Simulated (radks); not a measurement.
Results of a calculation; reference values are marked as such.
Q: These are the eigenvalues of the occupied orbitals of an atom or ion with whole-number occupations (eV). Code: a radial shooting solver on a logarithmic mesh with Libxc functionals. Model: Dirac Kohn-Sham, PBE, spin-unpolarised, spherical densities, finite nucleus; Fermi nuclear charge, rms radius of each element as measured or else 0.836 A^(1/3) + 0.57 fm.

orbital  eigenvalue
1s1/2     -23079.64
2s1/2     -3391.997
2p1/2     -3144.590
2p3/2     -2999.982
3s1/2     -650.6103
3p1/2     -553.7953
3p3/2     -528.8985
3d3/2     -357.5708
3d5/2     -352.6580
4s1/2     -134.8592
4p1/2     -104.9322
4p3/2     -100.8231
4d3/2      -54.8061
4d5/2      -54.2692

Which element is it, and in what charge state? The configuration may be excited. Open shells, if any, fill j = l - 1/2 first.

A: Z = 45, rhodium, charge +4: Rh4+ in [Kr] 4d5. The list shows which subshells hold electrons but not how many an open one holds; the 1s level, -848.16 hartree, gives Z - s = 41.2 by -(Z - s)^2/2, which with screening and relativity narrows Z to a few neighbours, and the depths of the outer levels then fix element, charge and occupations together.
